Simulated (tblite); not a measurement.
Compound: C3H6As (doublet state).
Bonds: C1–C2 (double), C2–C3, C3–As4. Hydrogens: H5, H6 on C1; H7 on C2; H8, H9 on C3; H10 on As4.
Bond orders are those of one Lewis drawing.

Computed with GFN2-xTB (tblite), gas phase: L-BFGS steps from a force-field or distance-geometry start until the largest atomic force falls under 0.01 eV/Å.

Step 29: E = -319.9929 eV
```
atom  x, y, z in Å  |  force x, y, z in eV/Å
C1     -1.1411    0.9867    0.2876   -0.071  -0.020  -0.029
C2     -0.3603   -0.0110    0.6682    0.067   0.050  -0.018
C3      0.3014   -0.9725   -0.2488    0.063   0.001  -0.028
As4     2.2422   -0.5072   -0.4369   -0.035   0.047  -0.043
H5     -1.3986    1.1550   -0.7461    0.029  -0.059  -0.019
H6     -1.5876    1.6643    0.9950    0.038   0.017   0.035
H7     -0.1204   -0.1303    1.7190   -0.017  -0.035   0.003
H8      0.2694   -1.9857    0.1599   -0.060   0.018   0.026
H9     -0.1777   -0.9789   -1.2299    0.023   0.038   0.017
H10     1.9815    0.7843   -1.1903   -0.038  -0.058   0.056
```

Step 30: E = -319.9939 eV
```
atom  x, y, z in Å  |  force x, y, z in eV/Å
C1     -1.1435    0.9851    0.2880   -0.046  -0.002   0.008
C2     -0.3580   -0.0078    0.6692    0.062  -0.019  -0.044
C3      0.3005   -0.9708   -0.2495    0.055  -0.012  -0.037
As4     2.2413   -0.5059   -0.4359   -0.020  -0.001  -0.020
H5     -1.3988    1.1458   -0.7459    0.001  -0.028  -0.055
H6     -1.5859    1.6672    0.9941    0.027   0.009   0.020
H7     -0.1175   -0.1308    1.7184   -0.005  -0.018   0.035
H8      0.2673   -1.9854    0.1577   -0.061   0.045   0.019
H9     -0.1791   -0.9752   -1.2314    0.034   0.038   0.044
H10     1.9827    0.7824   -1.1870   -0.048  -0.013   0.030
```

Step 31: E = -319.9948 eV
```
atom  x, y, z in Å  |  force x, y, z in eV/Å
C1     -1.1475    0.9834    0.2883   -0.020  -0.006  -0.004
C2     -0.3542   -0.0037    0.6686    0.046  -0.054  -0.029
C3      0.3008   -0.9687   -0.2516    0.039  -0.009  -0.019
As4     2.2419   -0.5081   -0.4341   -0.002  -0.042   0.000
H5     -1.4063    1.1354   -0.7472   -0.003  -0.008  -0.011
H6     -1.5850    1.6678    0.9956    0.016   0.004  -0.008
H7     -0.1104   -0.1276    1.7178   -0.003   0.001   0.008
H8      0.2615   -1.9836    0.1554   -0.053   0.054   0.009
H9     -0.1791   -0.9692   -1.2335    0.036   0.034   0.047
H10     1.9872    0.7790   -1.1816   -0.056   0.025   0.007
```

**Question.** Estimate the geometry and energy of step 32. (The exact step hangs on the optimiser's Hessian estimate; all steps are aligned on step 31, rigid shifts and turns removed.)

**Answer.** E = -319.9954 eV, largest force 0.066 eV/Å
```
atom  x, y, z in Å  |  force x, y, z in eV/Å
C1     -1.1490    0.9829    0.2877    0.015  -0.020   0.008
C2     -0.3517   -0.0019    0.6672    0.018  -0.050  -0.005
C3      0.3028   -0.9677   -0.2524    0.018  -0.004   0.004
As4     2.2427   -0.5090   -0.4351    0.010  -0.052   0.006
H5     -1.4065    1.1324   -0.7488   -0.011   0.009   0.009
H6     -1.5835    1.6671    0.9977    0.008  -0.004  -0.037
H7     -0.1108   -0.1285    1.7173    0.003   0.014  -0.011
H8      0.2579   -1.9811    0.1569   -0.038   0.037   0.004
H9     -0.1774   -0.9674   -1.2333    0.029   0.031   0.024
H10     1.9845    0.7778   -1.1796   -0.052   0.040  -0.001
```

The energy changes by -0.0006 eV. The first-order estimate −F·Δx gives -0.0009 eV and the mean of the old and new forces, exact on a quadratic surface, -0.0006 eV. The step makes an angle of 53° with the force vector and moves no atom by more than 0.005 Å.

What follows is the cost of the whole relaxation. The run took 0.22 s wall on one thread, Arm Neoverse V1 (aarch64), shared host with 64 logical CPUs at a one-minute load of 27.
